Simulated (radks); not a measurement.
Results of a calculation; reference values are marked as such.
Question: These are the eigenvalues of the occupied orbitals of an atom or ion with whole-number occupations (eV). Code: a radial shooting solver on a logarithmic mesh with Libxc functionals. Model: scalar-relativistic Kohn-Sham, BP86, spin-polarised, spherical densities, finite nucleus; Fermi nuclear charge, rms radius of each element as measured or else 0.836 A^(1/3) + 0.57 fm.

orbital  eigenvalue
1s down   -21976.56
1s up     -21976.55
2s up     -3190.482
2s down   -3189.689
2p up     -2861.157
2p down   -2860.559
3s up     -590.9469
3s down   -590.5353
3p up     -482.7820
3p down   -482.3147
3d up     -308.8148
3d down   -308.0895
4s up     -112.5107
4s down   -108.8363
4p up      -82.2426
4p down    -78.3394
4d up      -38.9018

Which element is it, and in what charge state? The configuration may be excited. Open shells, if any, are filled with parallel spins first.

Answer: Z = 44, ruthenium, charge +3: Ru3+ in [Kr] 4d5. The list shows which subshells hold electrons but not how many an open one holds; the 1s level, -807.62 hartree, gives Z - s = 40.2 by -(Z - s)^2/2, which with screening and relativity narrows Z to a few neighbours, and the depths of the outer levels then fix element, charge and occupations together.
